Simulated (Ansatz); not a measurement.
F3In (SMILES [F][In]([F])[F]) moved off its minimum; all values from Ansatz (a program for electronic structure), cores frozen in correlated methods. Elements past Kr take the def2 small-core potentials, without spin–orbit coupling.
(charge 0, multiplicity 1)
```xyz
4

In     0.01559     0.01203    -0.05673
F     -1.63001    -1.01926    -0.01559
F     -0.01763     1.80215    -0.70095
F      1.64066    -0.78737     0.64239
```

Give the forces (eV/Å), the total energy and the dipole at CCSD(T)/def2-TZVPPD.


```
atom      Fx      Fy      Fz
----  ------  ------  ------
In1   -0.043  -0.859   0.395
F2     0.117   0.055  -0.027
F3     0.015   0.746  -0.293
F4    -0.089   0.058  -0.075
```
Energy -488.6044 hartree, dipole 0.36 D.
